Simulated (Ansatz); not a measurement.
Gas-phase electronic energies from Ansatz, PBE0-D4/def2-TZVP geometries. CCSD(T)/CBS adds triple-zeta CCSD(T) − MP2 to the extrapolated MP2 energy (def2 sets, frozen cores). DFT in def2-TZVPP. B3LYP here is the variant with VWN-RPA as its local correlation; programs differ in this. One conformer a species, not always the lowest.

Consider the isomerisation: `OC#CC[SiH3]` → `[SiH3]OC1=CC1`.

| level | ΔE (kJ/mol) | difference from CCSD(T)/CBS |
| --- | --- | --- |
| PBE-D4 | -33.5 | -1.8 |
| r2SCAN-D4 | -39.4 | -7.7 |
| PBE0-D4 | -36.8 | -5.1 |
| B3LYP-D4 | -31.0 | 0.7 |
| ωB97X-V | -41.7 | -10.0 |
| ωB97M-V | -34.1 | -2.4 |
| B2PLYP | -29.6 | 2.1 |
| PBE | -32.1 | -0.4 |
| r2SCAN | -39.1 | -7.4 |
| PBE0 | -35.6 | -3.9 |
| B3LYP | -28.8 | 2.9 |
| HF/def2-TZVPP | -28.6 | 3.1 |
| MP2/def2-TZVPP | -33.6 | -1.9 |
| SCS-MP2/def2-TZVPP | -33.3 | -1.6 |
| CCSD/def2-TZVPP | -31.4 | 0.3 |
| CCSD(T)/def2-TZVPP | -32.0 | -0.3 |
| HF/def2-QZVPP | -30.0 | 1.7 |
| MP2/def2-QZVPP | -34.0 | -2.3 |
| SCS-MP2/def2-QZVPP | -33.3 | -1.6 |
| HF/CBS(def2) | -30.2 | 1.5 |
| MP2/CBS(def2) | -33.3 | -1.6 |
| CCSD/CBS(def2) | -31.1 | 0.6 |
| CCSD(T)/CBS | -31.7 | 0 |

Largest T1 diagnostic among the species: 0.012.

In def2-TZVPP, CCSD(T) changes the Hartree–Fock value by −3.5 kJ/mol (the triples alone add −0.6 kJ/mol) and MP2 by −5.1 kJ/mol. From PBE to PBE0 (25 % exact exchange), in def2-TZVPP and without D4, ΔE moves by −3.5 kJ/mol.
